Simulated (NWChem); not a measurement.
System: C2H4N cation; SMILES CC#[NH+]

Parts of the log:

```
             Northwest Computational Chemistry Package (NWChem) 7.3.0
             --------------------------------------------------------

                             Geometry "geometry" -> ""
                             -------------------------

 Output coordinates in angstroms (scale by  1.889725989 to convert to a.u.)

  No.       Tag          Charge          X              Y              Z
 ---- ---------------- ---------- -------------- -------------- --------------
    1 C                    6.0000    -0.00006300    -1.26508400    -0.00005200
    2 C                    6.0000    -0.00013600     0.16583900    -0.00031100
    3 N                    7.0000    -0.00018000     1.31197800    -0.00085900
    4 H                    1.0000    -0.70865000    -1.62616600    -0.76421700
    5 H                    1.0000    -0.30748900    -1.62625500     0.99566300
    6 H                    1.0000     1.01603900    -1.62607900    -0.23167000
    7 H                    1.0000    -0.00033600     2.32917100    -0.00227200

 Effective nuclear repulsion energy (a.u.)      65.3854725609

                                 NWChem DFT Module
                                 -----------------

 Summary of "ao basis" -> "ao basis" (spherical)
 ------------------------------------------------------------------------------
       Tag                 Description            Shells   Functions and Types
 ---------------- ------------------------------  ------  ---------------------
 C                           6-31g*                  6       14   3s2p1d
 N                           6-31g*                  6       14   3s2p1d
 H                           6-31g*                  2        2   2s

 in cosmo_initialize ...
 calling solv_data for solv:thf

 solvent parameters
 solvname_short: thf
 solvname_long:  tetrahydrofuran
 dielec:        7.4257
 dielecinf:     1.9740
 nonaqueous SMD model solvent descriptors
 dielec:        7.4257
 sola:          0.0000
 solb:          0.4800
 solc:          0.0000
 solg:         39.4400
 solh:          0.0000
 soln:          1.4050

          ---------------
          -cosmo- solvent
          ---------------
 Cosmo: York-Karplus, doi: 10.1021/jp992097l
 dielectric constant -eps-     =   7.43
 screen = (eps-1)/(eps    )    =   0.86533
 surface charge correction     = lagrangian

   van der Waals surface
 --------------------------

[...]

                                COSMO-SMD solvation results
                                ---------------------------

             internal energy in gas <Psi(g)|H|Psi(g)> =      -132.994684155703
         internal energy in solvent <Psi(s)|H|Psi(s)> =      -132.994481775291
                               delta internal energy  =         0.000202380412 (    0.13 kcal/mol)
   total free energy in solvent <Psi(s)|H+V/2|Psi(s)> =      -133.090943277812
 polarization energy contribution <Psi(s)|V/2|Psi(s)> =        -0.096461502521 (  -60.53 kcal/mol)
    total free energy in solvent including G(SMD-CDS) =      -133.090009604619
                       G(SMD-CDS) energy contribution =         0.000933673193 (    0.59 kcal/mol)
     1 M fixed-concentration free energy of solvation =        -0.095325448916 (  -59.82 kcal/mol)

                       DFT Final Molecular Orbital Analysis
                       ------------------------------------

 Vector    9  Occ=2.000000D+00  E=-5.905985D-01
              MO Center= -5.2D-02, -2.3D-01, -7.2D-02, r^2= 2.1D+00
   Bfn.  Coefficient  Atom+Function         Bfn.  Coefficient  Atom+Function
  ----- ------------  ---------------      ----- ------------  ---------------
    17      0.240011  2 C  px                 3      0.233289  1 C  px
    31      0.234283  3 N  px                19      0.228957  2 C  pz
     5      0.222558  1 C  pz                33      0.223491  3 N  pz
    43     -0.166869  4 H  s                 35      0.129709  3 N  px
    37      0.123737  3 N  pz                 7      0.116616  1 C  px

 Vector   10  Occ=2.000000D+00  E=-5.025568D-01
              MO Center=  6.4D-02, -2.1D-01,  1.0D-01, r^2= 2.7D+00
   Bfn.  Coefficient  Atom+Function         Bfn.  Coefficient  Atom+Function
  ----- ------------  ---------------      ----- ------------  ---------------
    33      0.302001  3 N  pz                31     -0.268026  3 N  px
     5     -0.254858  1 C  pz                 3      0.226192  1 C  px
    37      0.194589  3 N  pz                45     -0.187933  5 H  s
    35     -0.172713  3 N  px                47      0.167909  6 H  s
    19      0.159042  2 C  pz                 9     -0.144858  1 C  pz

 Vector   11  Occ=2.000000D+00  E=-5.025138D-01
              MO Center= -6.5D-02, -2.1D-01, -1.1D-01, r^2= 2.7D+00
   Bfn.  Coefficient  Atom+Function         Bfn.  Coefficient  Atom+Function
  ----- ------------  ---------------      ----- ------------  ---------------
    31      0.301933  3 N  px                33      0.267957  3 N  pz
     3     -0.254978  1 C  px                 5     -0.226307  1 C  pz
    43      0.205510  4 H  s                 35      0.194565  3 N  px
    37      0.172667  3 N  pz                17      0.158926  2 C  px
     7     -0.144880  1 C  px                19      0.141042  2 C  pz

 Vector   12  Occ=0.000000D+00  E=-2.117721D-02
              MO Center=  2.3D-02,  3.0D-01,  4.4D-02, r^2= 2.1D+00
   Bfn.  Coefficient  Atom+Function         Bfn.  Coefficient  Atom+Function
  ----- ------------  ---------------      ----- ------------  ---------------
    23      0.466935  2 C  pz                37     -0.420212  3 N  pz
    19      0.400063  2 C  pz                21     -0.384076  2 C  px
    35      0.345647  3 N  px                46     -0.331891  5 H  s
    17     -0.329073  2 C  px                33     -0.305692  3 N  pz
    48      0.283927  6 H  s                 31      0.251448  3 N  px

[...]
```

Level: M06-2X/6-31G* (spherical d), SMD on the gas-phase geometry. All runs use the structure optimised with PBE0/def2-SVP. Solvent: tetrahydrofuran.

**Question.** Which NWChem input produces such a log?

**Answer.** Several could match; the one computed here: the input that was run:
```
start job
memory heap 200 mb stack 900 mb global 1100 mb
charge 1
geometry units angstroms noautosym nocenter noautoz
  C     -0.000063    -1.265084    -0.000052
  C     -0.000136     0.165839    -0.000311
  N     -0.000180     1.311978    -0.000859
  H     -0.708650    -1.626166    -0.764217
  H     -0.307489    -1.626255     0.995663
  H      1.016039    -1.626079    -0.231670
  H     -0.000336     2.329171    -0.002272
end
basis spherical
  C library 6-31g*
  N library 6-31g*
  H library 6-31g*
end
dft
  xc m06-2x
  iterations 150
end
cosmo
  do_cosmo_smd true
  solvent thf
end
task dft energy
```
